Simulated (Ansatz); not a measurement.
Sr4⁻. Total charge -1; doublet. Geometry PBE0/def2-TZVP, that of the neutral singlet; atoms count from 1.

Cartesian coordinates in Å:
```
Sr -1.2092 1.6252 1.5551
Sr -1.6638 -0.9671 -1.6801
Sr 1.0208 -1.8921 1.3793
Sr 1.8522 1.2340 -1.2543
```

In the def2 sets Sr takes a core potential; there is no spin–orbit coupling. The structure comes from a short search, and lower isomers may exist.

**Question.** Estimate the Mulliken populations from the PBE0/def2-TZVPD orbitals of Ansatz.

**Answer.** 
```tsv
atom	charge (e)	spin (α − β)
Sr1	-0.25	0.25
Sr2	-0.25	0.25
Sr3	-0.25	0.25
Sr4	-0.25	0.25
```
Mulliken values and Mayer orders depend strongly on the basis. With diffuse functions, as here, like atoms can get unlike values, and bond orders can come out too low or too high.

**Question.** Where does the spin sit?

**Answer.** Summed by element: Sr 1.00, of 1 unpaired in all. Largest on single atoms: Sr4 0.25, Sr2 0.25, Sr3 0.25.

**Question.** And the Mayer bond orders between bonded heavy atoms (over 0.3)?

**Answer.** Sr1–Sr2 0.67 (4.17 Å); Sr1–Sr3 0.67 (4.17 Å); Sr1–Sr4 0.67 (4.17 Å); Sr2–Sr3 0.67 (4.17 Å); Sr2–Sr4 0.67 (4.17 Å); Sr3–Sr4 0.67 (4.17 Å).
